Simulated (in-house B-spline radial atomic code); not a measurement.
Configurations of Si V (Si4+), with energies counted from [He] 2s2 2p6. Level of theory: scalar-relativistic (X2C) B3LYP, spin-polarised, spherical fractional occupations, Fermi nucleus of rms radius 3.1224 fm; calculated with an all-electron radial atomic-structure program (B-spline basis). Caution: exact exchange at fractional occupations of open shells leaves self-interaction of up to several eV. Shells without spins written out take the highest spin.

Occupations are held fixed; configurations that lie above the ionisation limit could autoionise.

```
                             configuration  E - E(ref) (eV)  highest orbital  its <r> (bohr)
                          [He] 2s2 2p5 3s1           106.61            3s up           1.647
[He] 2s2 2p(3 up, 2 down) 3p(0 up, 1 down)           117.66          3p down           1.782
[He] 2s(0 up, 1 down) 2p6 3s(0 up, 1 down)            148.2          3s down            1.65
[He] 2s(1 up, 0 down) 2p6 3p(0 up, 1 down)            159.2          3p down           1.784
```

Task: Order these further configurations by energy, lowest first.
A. [He] 2s2 2p5 3d1
B. [He] 2s2 2p5 3p1
C. [He] 2s2 2p(3 up, 2 down) 3s(0 up, 1 down)
D. [He] 2s1 2p6 3d1
E. [He] 2s1 2p6 3p1

Result: C (106.98 eV), B (117.27 eV), A (130.51 eV), E (158.92 eV), D (171.97 eV).
